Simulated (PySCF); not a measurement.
Geometry (Å), atoms numbered from 1 in this order:
```xyz
37

C    -4.069    1.773    0.381
C    -4.425    0.295    0.465
C    -3.279   -0.647    0.100
C    -2.823   -0.514   -1.341
S    -1.562   -1.729   -1.871
Si    0.156   -1.269   -0.665
C     1.594   -2.010   -1.612
C     0.093   -2.006    1.062
S     0.217    0.886   -0.577
C     1.212    1.201    0.930
C     2.669    0.774    0.851
C     3.460    1.412   -0.281
C     4.891    0.907   -0.365
H    -3.181    2.002    0.991
H    -3.841    2.084   -0.650
H    -4.897    2.404    0.738
H    -4.753    0.056    1.491
H    -5.294    0.082   -0.182
H    -2.422   -0.439    0.762
H    -3.575   -1.693    0.286
H    -3.664   -0.689   -2.032
H    -2.432    0.492   -1.546
H     1.442   -3.091   -1.758
H     2.539   -1.867   -1.067
H     1.685   -1.535   -2.600
H    -0.085   -3.089    0.972
H     1.046   -1.861    1.595
H    -0.718   -1.577    1.668
H     0.710    0.733    1.790
H     1.137    2.291    1.073
H     2.727   -0.326    0.765
H     3.144    1.018    1.819
H     3.454    2.509   -0.151
H     2.933    1.220   -1.231
H     5.446    1.103    0.566
H     4.919   -0.181   -0.542
H     5.441    1.388   -1.188
```

Geometry: PBE0-D3(BJ)/def2-SVP; GIAO absolute shieldings from PySCF, gas phase, non-relativistic, averaged over equivalent atoms.

At PBE0/pcSseg-1 (362 basis functions):
| atoms | σ (ppm) |
| --- | --- |
| C3/C11 | 147.0 |
| C4/C10 | 151.8 |
| C2/C12 | 160.7 |
| C1/C13 | 169.4 |
| C7/C8 | 177.7 |
| S5/S9 | 632.6 |
| Si6 | 317.7 |
| H21/H22/H29/H30 | 28.79 |
| H17/H18/H33/H34 | 29.85 |
| H19/H20/H31/H32 | 29.95 |
| H14/H15/H16/H35/H36/H37 | 30.31 |
| H23/H24/H25/H26/H27/H28 | 30.81 |

Predict the values at HF/pcSseg-1 on the same geometry.

## Answers


```tsv
atoms	σ at HF/pcSseg-1	change
C3/C11	158.1	+11.1
C4/C10	164.3	+12.5
C2/C12	170.0	+9.3
C1/C13	176.1	+6.7
C7/C8	186.0	+8.3
S5/S9	701.2	+68.6
Si6	365.4	+47.7
H21/H22/H29/H30	29.51	+0.72
H17/H18/H33/H34	30.44	+0.59
H19/H20/H31/H32	30.61	+0.66
H14/H15/H16/H35/H36/H37	30.70	+0.39
H23/H24/H25/H26/H27/H28	31.32	+0.51
```

The largest change is at S5/S9 (sulfur bonded to C, Si). Cost: 362 basis functions, 65 s wall time (2.2 min CPU) on 2 threads of an Intel Xeon Platinum 8488C, shared host. The order of the carbon signals is the same at both levels.
